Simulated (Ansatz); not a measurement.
# Ligand exchange: HBr + CI4 → IBr + CHI3

Species: HBr (hydrogen bromide), singlet; CI4 (tetraiodomethane) `IC(I)(I)I`, singlet; IBr (iodine monobromide), singlet; CHI3 (iodoform) `IC(I)I`, singlet. The partners trade H for I: Br–H and C–I bonds give way to Br–I and C–H.

Shapes, held fixed at every level: PBE0-D4/def2-TZVP. Programs: Ansatz 0.2.0. The zero-point and thermal change to 298 K, harmonic and unscaled (PBE0-D4/def2-TZVP), is +11.0 kJ/mol.

```tsv
level	kind	ΔH(298 K) (kJ/mol)	less CCSD(T)/def2-TZVPP
HF/def2-TZVPP	Hartree–Fock	-73.7	-50.6
PBE-D4/def2-TZVPP	GGA	-35.1	-12.0
B3LYP-D4/def2-TZVPP	global hybrid	-42.1	-19.0
r2SCAN0-D4/def2-TZVPP	global hybrid	-42.2	-19.1
wB97M-V/def2-TZVPP	range-separated hybrid	-37.0	-13.9
MP2/def2-SVP	perturbation theory	-10.2	+12.9
CCSD(T)/def2-TZVPP	coupled cluster or CI	-23.1	0.0
```

The highest level, CCSD(T)/def2-TZVPP, gives ΔH(298 K) = -23.1 kJ/mol; the levels span -73.7 to -10.2. The column of differences is taken from that level and isn't an error. No measured value is set beside it here. For atoms past krypton def2 sets carry core potentials with scalar relativity. Relativity is left out for Br. Outer-core shells of Br, I are correlated in most correlated rows, in sets that cover them unevenly.
